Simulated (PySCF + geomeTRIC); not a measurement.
Computed with TPSS-D3(BJ)/def2-SVP (PySCF + geomeTRIC). fastk is a local helper that only speeds up exchange builds. No frequencies were computed at this level.

```python
import json, numpy as np
from pyscf import gto, dft
from fastk import lowrank_exchange
atoms = """
Ta     0.060986    -0.038554     0.008140
O      1.492731    -0.924190     0.183988
Cl    -1.361060    -0.954013    -1.420516
Cl     0.397229     2.021762    -0.731408
Cl    -1.064691     0.189111     1.901048
"""
def scf(charge, spin, dm0=None):
    mol = gto.M(atom=atoms, basis='def2-svp', ecp={'Ta': 'def2-svp'}, charge=charge, spin=spin, verbose=3, max_memory=10080)
    mf = dft.KS(mol, xc='tpss').density_fit(auxbasis="def2-universal-jkfit")
    mf.disp = 'd3bj'
    mf.grids.level = 3
    mf.conv_tol = 1e-8
    mf.max_cycle = 120
    mf.level_shift = 0.25
    mf.kernel(dm0)
    if not mf.converged:
        mf = mf.newton().run(mf.mo_coeff, mf.mo_occ).undo_soscf()
    return mf
mf = scf(0, 0)
from pyscf.geomopt.geometric_solver import kernel as optimize
path = []
done, mol = optimize(mf, maxsteps=120, assert_convergence=False, callback=lambda env: path.append((env["energy"], bool(env["g_scanner"].converged))))
res = dict(converged=bool(done and path[-1][1]), energy=path[-1][0], path=[e for e, c in path], xyz=mol.atom_coords(unit="Angstrom").tolist(), nao=mol.nao)
json.dump(res, open("result.json", "w"))
```

Output:

```
converged SCF energy = -1512.71065518954
Geometry optimization cycle 1
converged SCF energy = -1512.71065518498
cycle 1: E = -1512.71065518  dE = -1512.71  norm(grad) = 0.0894718
Geometry optimization cycle 2
converged SCF energy = -1512.72410001251
cycle 2: E = -1512.72410001  dE = -0.0134448  norm(grad) = 0.0330005
Geometry optimization cycle 3
converged SCF energy = -1512.72597784157
cycle 3: E = -1512.72597784  dE = -0.00187783  norm(grad) = 0.00977829
Geometry optimization cycle 4
converged SCF energy = -1512.72657223338
cycle 4: E = -1512.72657223  dE = -0.000594392  norm(grad) = 0.00632383
Geometry optimization cycle 5
converged SCF energy = -1512.72659834903
cycle 5: E = -1512.72659835  dE = -2.61157e-05  norm(grad) = 0.000507994
Geometry optimization cycle 6
converged SCF energy = -1512.72659995129
cycle 6: E = -1512.72659995  dE = -1.60226e-06  norm(grad) = 0.000803279
Geometry optimization cycle 7
converged SCF energy = -1512.72657524148
cycle 7: E = -1512.72657524  dE = 2.47098e-05  norm(grad) = 0.00800757
Geometry optimization cycle 8
converged SCF energy = -1512.72658290379
cycle 8: E = -1512.7265829  dE = -7.66231e-06  norm(grad) = 0.00690984
Geometry optimization cycle 9
converged SCF energy = -1512.72661446861
cycle 9: E = -1512.72661447  dE = -3.15648e-05  norm(grad) = 0.000683147
Geometry optimization cycle 10
converged SCF energy = -1512.72661744561
cycle 10: E = -1512.72661745  dE = -2.977e-06  norm(grad) = 0.000588415
Geometry optimization cycle 11
converged SCF energy = -1512.72661952732
cycle 11: E = -1512.72661953  dE = -2.08171e-06  norm(grad) = 0.000266529
Geometry optimization cycle 12
converged SCF energy = -1512.72661981904
cycle 12: E = -1512.72661982  dE = -2.9172e-07  norm(grad) = 0.00024147
<class 'geometric.internal.Distance'> : 4
<class 'geometric.internal.Angle'> : 6
<class 'geometric.internal.TranslationX'> : 1
<class 'geometric.internal.TranslationY'> : 1
<class 'geometric.internal.TranslationZ'> : 1
<class 'geometric.internal.RotationA'> : 1
<class 'geometric.internal.RotationB'> : 1
<class 'geometric.internal.RotationC'> : 1
Step    0 : Gradient = 4.001e-02/4.988e-02 (rms/max) Energy = -1512.7106551850
Step    1 : Displace = 1.002e-01/1.266e-01 (rms/max) Trust = 1.000e-01 (=) Grad = 1.476e-02/2.799e-02 (rms/max) E (change) = -1512.7241000125 (-1.344e-02) Quality = 0.726
Step    2 : Displace = 4.473e-02/6.319e-02 (rms/max) Trust = 1.000e-01 (=) Grad = 4.373e-03/7.873e-03 (rms/max) E (change) = -1512.7259778416 (-1.878e-03) Quality = 1.303
Step    3 : Displace = 4.371e-02/5.300e-02 (rms/max) Trust = 1.414e-01 (+) Grad = 2.828e-03/4.903e-03 (rms/max) E (change) = -1512.7265722334 (-5.944e-04) Quality = 1.129
Step    4 : Displace = 6.088e-03/8.380e-03 (rms/max) Trust = 2.000e-01 (+) Grad = 2.272e-04/3.760e-04 (rms/max) E (change) = -1512.7265983490 (-2.612e-05) Quality = 0.970
Step    5 : Displace = 9.496e-04/1.226e-03 (rms/max) Trust = 2.828e-01 (+) Grad = 3.592e-04/6.514e-04 (rms/max) E (change) = -1512.7265999513 (-1.602e-06) Quality = 0.399
Step    6 : Displace = 9.529e-03/1.289e-02 (rms/max) Trust = 2.828e-01 (=) Grad = 3.581e-03/5.764e-03 (rms/max) E (change) = -1512.7265752415 (+2.471e-05) Quality = -0.521
Step    7 : Displace = 1.217e-03/1.656e-03 (rms/max) Trust = 4.765e-03 (-) Grad = 3.088e-03/4.910e-03 (rms/max) E (change) = -1512.7265829038 (-7.662e-06) Quality = 0.430
Step    8 : Displace = 4.774e-03/5.932e-03 (rms/max) Trust = 4.765e-03 (=) Grad = 2.845e-04/4.162e-04 (rms/max) E (change) = -1512.7266144686 (-3.156e-05) Quality = 0.824
Step    9 : Displace = 2.404e-03/3.229e-03 (rms/max) Trust = 6.738e-03 (+) Grad = 2.392e-04/3.894e-04 (rms/max) E (change) = -1512.7266174456 (-2.977e-06) Quality = 1.620
Step   10 : Displace = 2.703e-03/3.912e-03 (rms/max) Trust = 9.529e-03 (+) Grad = 5.100e-05/6.465e-05 (rms/max) E (change) = -1512.7266195273 (-2.082e-06) Quality = 1.670
Step   11 : Displace = 4.950e-04/6.950e-04 (rms/max) Trust = 1.348e-02 (+) Grad = 1.425e-05/1.971e-05 (rms/max) E (change) = -1512.7266198190 (-2.917e-07) Quality = 4.076
Converged! =D
```

Cost: very roughly 7 core-minutes.
